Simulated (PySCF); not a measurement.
H7OPSiSn.
Numbering: `[PH2:1][SiH2:2][O:3][SnH3:4]` (hydrogens: H5, H6 on P1; H7, H8 on Si2; H9, H10, H11 on Sn4)

Structure used (PBE0-D3(BJ)/def2-SVP), in Å, numbered top down from 1:
```xyz
11
H7OPSiSn angstrom
P      1.856    0.454   -0.916
Si     0.780   -0.836    0.617
O     -0.767   -0.295    0.783
Sn    -2.110    0.477   -0.473
H      2.195    1.488    0.009
H      3.100   -0.232   -0.774
H      1.445   -0.820    1.954
H      0.839   -2.233    0.075
H     -2.215   -0.583   -1.812
H     -3.539    0.520    0.459
H     -1.546    2.033   -0.900
```

The calculation used PySCF 2.14.0, PBE0-D3(BJ)/def2-SVP geometry optimisation, gas phase, def2 core potentials past Kr.

Masses are those of the commonest isotopes; rigid-rotor values at the optimised geometry. The values belong to one conformer with, in the numbering `[PH2:1][SiH2:2][O:3][SnH3:4]`, H–P1–Si2–O3 83° and 178°, P1–Si2–O3–Sn4 36°.

Give the principal moments of inertia and the rotational constants in GHz.

Ia = 111.37, Ib = 557.30, Ic = 646.97 u·Å²; 505379 MHz·u·Å²/I gives 4538, 906.8 and 781.1 MHz, that is A = 4.5377, B = 0.9068, C = 0.7811 GHz.

What kind of rotor is it?

A near-prolate asymmetric top; Ray's κ = -0.933.

What does the inertial defect say?

Not planar: Δ = Ic − Ia − Ib = -21.71 u·Å². For a rigid frame Δ = −2 Σ m c², so Σ m c² = 10.85 u·Å² lies off the ab plane: 9.14 from hydrogen and 1.71 from heavier atoms. The atom farthest from that plane is 1.69 Å away.

Give the other two planar moments, Paa and Pbb, and the rms extents of the mass along the axes.

Paa = Σ m a² = (Ib + Ic − Ia)/2 = 546.45 and Pbb = Σ m b² = (Ia + Ic − Ib)/2 = 100.52 u·Å². With the mass M = 201.90 u, the rms extents √(P/M) along a, b and c are 1.65, 0.71, 0.23 Å.

List the rotational levels J(Ka,Kc) to J = 3 (MHz).

Above 0(0,0):
J = 1: 1(0,1) 1688, 1(1,1) 5319, 1(1,0) 5444
J = 2: 2(0,2) 5061, 2(1,2) 8569, 2(1,1) 8946, 2(2,1) 19839, 2(2,0) 19842
J = 3: 3(0,3) 10112, 3(1,3) 13443, 3(1,2) 14197, 3(2,2) 24903, 3(2,1) 24919, 3(3,1) 43373, 3(3,0) 43373
Those of J = 1 are B + C, A + C and A + B.

Which lines would a microwave search look for?

The dipole components are |μa| = 1.17 D, |μb| = 0.63 D, |μc| = 0.04 D. The squared components, which scale the intensities, stand as 1.00 : 0.29 : 0.00 (a : b : c). Some lines, for components of 0.1 D or more:

```
type  branch         J(Ka,Kc)    MHz  lower level (cm⁻¹)
   a       Q  2(1,1) ← 2(1,2)    377               0.286
   a       R  1(0,1) ← 0(0,0)   1688               0.000
   a       R  2(1,2) ← 1(1,1)   3250               0.177
   a       R  2(0,2) ← 1(0,1)   3373               0.056
   a       R  2(1,1) ← 1(1,0)   3502               0.182
   b       Q  1(1,0) ← 1(0,1)   3757               0.056
   b       Q  2(1,1) ← 2(0,2)   3885               0.169
   b       R  1(1,1) ← 0(0,0)   5319               0.000
   b       R  2(1,2) ← 1(0,1)   6881               0.056
   b       Q  2(2,0) ← 2(1,1)  10896               0.298
   b       Q  2(2,1) ← 2(1,2)  11270               0.286
   b       R  2(2,1) ← 1(1,0)  14394               0.182
   b       R  2(2,0) ← 1(1,1)  14523               0.177
```

Estimate the classical rotational partition function at 100 K, 200 K and 298.15 K.

Point group C1, symmetry number σ = 1; q = (√π/σ)·√((kT/h)³/(ABC)), k/h = 20836.6 MHz/K: 94000 at 100 K, 266000 at 200 K, 484000 at 298.15 K.

No frequency check. Constants of a rigid frame at the computed geometry: no zero-point averaging, no centrifugal distortion. A rigid rotor knows nothing of internal rotation, which can split or shift real lines.
